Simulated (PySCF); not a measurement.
# Krypton: highly charged ions in a basis for the neutral atom

Kr¹³⁺ [Ar] 3d5, Kr¹⁴⁺ [Ar] 3d4. Computed with PySCF 2.14 in cc-pVTZ-PP with ECP10MDF (5s4p3d1f, 39 functions), with a scalar-relativistic core potential. No spin-orbit coupling, so a gap to NIST mixes the basis error with missing relativistic terms.

Changed run: basis of the neutral atom used for a highly charged ion. This setting is unsound on purpose.

```tsv
species	method	sound run (hartree)	changed run (hartree)	converged
Kr¹³⁺	UHF	not run	-386.04463	yes
Kr¹³⁺	M06-2X	not run	-386.72724	yes
Kr¹³⁺	TPSS	not run	-386.55918	yes
Kr¹⁴⁺	UHF	not run	-369.16605	yes
Kr¹⁴⁺	M06-2X	not run	-369.76223	yes
Kr¹⁴⁺	TPSS	not run	-369.64768	yes
```

Ionisation energy of Kr¹³⁺:

```tsv
method	changed run (eV)	NIST (eV)
UHF	459.29	446 ± 3
M06-2X	461.64	446 ± 3
TPSS	460.19	446 ± 3
```

The contracted functions were made for the neutral atom and can be too rigid for a highly charged ion.
